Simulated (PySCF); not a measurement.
C2H4NO, SMILES O=C(C)[NH] (connectivity only; charge and spin as stated), charge -1, multiplicity 1. Coordinates come from a PBE0-D3(BJ)/def2-SVPD optimisation. The multiplicity is an assumed one; other spin states were not compared. The isomer is the one that the SMILES or the coordinates give; other isomers of the formula were not compared. The values are those of a single conformer.

The numbers are results of PBE0-D3(BJ)/def2-SVPD (PySCF), not measurements.

Harmonic wavenumbers (cm⁻¹): 121, 432, 563, 588, 844, 870, 987, 1033, 1209, 1302, 1420, 1444, 1447, 1661, 3025, 3106, 3137, 3465. Rotational constants (GHz): 11.24, 9.730, 5.392; symmetry number 1.

Problem. Work out the zero-point energy and the ideal-gas rigid-rotor harmonic-oscillator thermochemistry at 298.15 K and 1 atm.

Solution. ZPE = ½ Σ hcν = ½ × 26655 cm⁻¹ = 159.43 kJ/mol. H − E(el) = 173.47 kJ/mol. Entropy in J/(mol K): translation 159.40, rotation 99.64, vibration 23.25, total 282.29. G − E(el) = 89.30 kJ/mol. Cp = 66.84 J/(mol K). Modes under 150 cm⁻¹ make the vibrational entropy uncertain.
